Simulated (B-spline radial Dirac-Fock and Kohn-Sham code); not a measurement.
**Core-level shifts of titanium with charge state**

The computed values come from a radial B-spline solver: relaxed Dirac-Fock hole states (ΔSCF) with Breit and QED corrections and a finite nucleus. Each ion is free and in its tabulated ground configuration. No correlation.

Reference: Ti, [Ar] 3d2 4s2, with 1s 4976.3 eV, 2s 574.1 eV, 2p1/2 472.3 eV, 3s 75.07 eV. Shifts from it, in eV (a dash: the subshell is empty, belongs to an open shell averaged over j, or its hole state is left out as unreliable):

```
 ion  configuration      1s      2s   2p1/2      3s
 Ti⁺   [Ar] 3d2 4s1    +8.4    +8.2    +8.3       –
Ti²⁺       [Ar] 3d2   +18.3   +17.8   +18.0   +17.3
Ti³⁺       [Ar] 3d1   +37.7   +38.3   +38.3   +34.8
Ti⁴⁺   [Ne] 3s2 3p6       ?       ?       ?       ?
Ti⁵⁺   [Ne] 3s2 3p5   +89.3   +88.7   +88.8   +74.5
Ti⁶⁺   [Ne] 3s2 3p4  +120.2  +117.2  +117.5   +95.4
Ti⁷⁺   [Ne] 3s2 3p3  +153.2  +147.2       –  +117.2
```

Question: Give the missing shifts for Ti⁴⁺.

Answer: 1s +60.3, 2s +61.8, 2p1/2 +61.7, 3s +54.4 (eV).
